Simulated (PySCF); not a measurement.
CH8FNOSi2, SMILES N[SiH2][Si@@H](O)CF.

Coordinates come from a PBE0-D3(BJ)/def2-SVP optimisation. The structure was generated by enumeration; whether it is a known compound was not checked. Other conformers were not sampled.

The numbers are results of PBE/def2-TZVP (PySCF), not measurements.

Isolated molecule, no solvent.

Estimate the frontier levels, gap, dipole moment and polarisability. (The exact figures need the calculation; the answer reports its results.)


The highest occupied level is -5.60 eV. The lowest empty level comes out as -1.41 eV. The orbital gap is 4.19 eV and the dipole moment is 2.85 D. The quadrupole, principal values (traceless, Buckingham form, about the centre of nuclear charge) is -8.05, 1.20, 6.84 D·Å and the mean static polarisability is 81.6 bohr³ (12.09 Å³). The polarisability, principal values is 70.8, 77.9, 96.0 bohr³.
